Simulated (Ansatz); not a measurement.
# A relaxation, step by step

GaH5Se, closed shell, PBE0-D4/def2-TZVP (Ansatz 0.2.0). Settings:

```yaml
hamiltonian: {xc: pbe0, dispersion: d4}
relax: {f_tol: 0.005, max_steps: 200}
```

Start, a step off a saddle point along its unstable mode:

```
atom    x (Å)    y (Å)    z (Å)
 Ga1  -0.8142  -0.2533  -0.7095
  H2   0.5584  -0.1968  -1.3608
  H3  -1.3658  -1.7127  -0.3512
  H4  -1.5566   1.1469  -0.4924
  H5   1.1432  -0.1660   0.0652
 Se6   1.0349  -0.1479   1.3970
  H7   1.0000   1.3297   1.4516
```

```tsv
step	energy less the last (meV)	largest force component (eV/Å)
1	858.9	5.061
2	304.4	0.900
3	213.8	0.598
4	140.4	0.400
5	82.3	0.435
6	35.2	0.184
7	19.8	0.047
8	12.7	0.062
9 (rejected trial)	22.6	0.603
10	8.3	0.046
11	7.2	0.250
12	7.0	0.181
13	1.2	0.009
14	0.5	0.009
15 (rejected trial)	0.8	0.125
16 (rejected trial)	1.0	0.034
17	0.3	0.003
18	0.1	0.053
19	0.0	0.021
20 (rejected trial)	0.1	0.016
21	0.0	0.008
22	0.0	0.001
```

Step 10, positions (Å) and forces (eV/Å):

```json
{"atom": "Ga1", "x": "-0.881", "y": "-0.236", "z": "-0.740", "Fx": "-0.046", "Fy": "-0.008", "Fz": "-0.041"}
{"atom": "H2", "x": "0.206", "y": "-0.054", "z": "-1.864", "Fx": "-0.001", "Fy": "0.009", "Fz": "0.005"}
{"atom": "H3", "x": "-1.393", "y": "-1.685", "z": "-0.396", "Fx": "0.019", "Fy": "0.003", "Fz": "0.001"}
{"atom": "H4", "x": "-1.776", "y": "0.997", "z": "-0.334", "Fx": "0.010", "Fy": "-0.007", "Fz": "0.007"}
{"atom": "H5", "x": "2.008", "y": "-0.410", "z": "0.726", "Fx": "-0.014", "Fy": "-0.020", "Fz": "0.013"}
{"atom": "Se6", "x": "0.763", "y": "-0.018", "z": "1.399", "Fx": "0.037", "Fy": "0.045", "Fz": "0.015"}
{"atom": "H7", "x": "1.072", "y": "1.406", "z": "1.208", "Fx": "-0.004", "Fy": "-0.022", "Fz": "0.002"}
```

Step 13, positions (Å) and forces (eV/Å):

| atom | x | y | z | Fx | Fy | Fz |
| --- | --- | --- | --- | --- | --- | --- |
| Ga1 | -0.892 | -0.223 | -0.745 | 0.003 | 0.009 | -0.004 |
| H2 | 0.178 | 0.068 | -1.861 | 0.000 | 0.003 | 0.000 |
| H3 | -1.283 | -1.714 | -0.426 | 0.007 | -0.005 | 0.005 |
| H4 | -1.871 | 0.930 | -0.304 | -0.006 | 0.002 | 0.000 |
| H5 | 1.926 | -0.553 | 0.848 | -0.005 | -0.001 | 0.003 |
| Se6 | 0.725 | 0.075 | 1.416 | -0.001 | -0.005 | 0.003 |
| H7 | 1.218 | 1.416 | 1.073 | 0.003 | -0.002 | -0.008 |

Step 18, positions (Å) and forces (eV/Å):

```csv
atom,x,y,z,Fx,Fy,Fz
Ga1,-0.895,-0.211,-0.742,-0.002,0.000,0.002
H2,0.166,0.135,-1.854,-0.005,-0.001,0.002
H3,-1.211,-1.722,-0.430,0.002,0.007,-0.002
H4,-1.931,0.891,-0.301,0.005,-0.005,-0.004
H5,1.862,-0.623,0.903,-0.035,0.024,0.016
Se6,0.707,0.126,1.421,0.053,0.015,-0.027
H7,1.301,1.404,1.003,-0.018,-0.040,0.013
```

Last step (22):

Ga1  (-0.894, -0.211, -0.743)
H2  (0.165, 0.133, -1.855)
H3  (-1.213, -1.721, -0.429)
H4  (-1.928, 0.893, -0.302)
H5  (1.864, -0.619, 0.901)
Se6  (0.708, 0.123, 1.421)
H7  (1.298, 1.403, 1.006)
(Å)

The run took about 51 s on 2 CPU threads of an Arm Neoverse V2 (shared host).
